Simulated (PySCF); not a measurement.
Be(NMe2)(SiH3) (C2H9BeNSi), SMILES C[N](C)[Be][SiH3].

Geometry: TPSSh-D3(BJ)/def2-SVP. The structure was generated by enumeration; whether it is a known compound was not checked. The values are those of a single conformer.

Level of theory: PBE/def2-TZVP (PySCF).

Gas-phase values at a fixed geometry.

Task: Estimate the frontier levels, gap, dipole moment and polarisability. (An estimate is asked for; the answer gives what the named calculation found.)

Result: 
| Property | Value |
|---|---|
| highest occupied level | -5.28 eV |
| lowest empty level | -1.57 eV |
| orbital gap | 3.71 eV |
| dipole moment | 2.21 D |
| quadrupole, principal values (traceless, Buckingham form, about the centre of nuclear charge) | -5.24, 0.39, 4.85 D·Å |
| mean static polarisability | 87.6 bohr³ (12.99 Å³) |
| polarisability, principal values | 70.9, 78.8, 113.3 bohr³ |
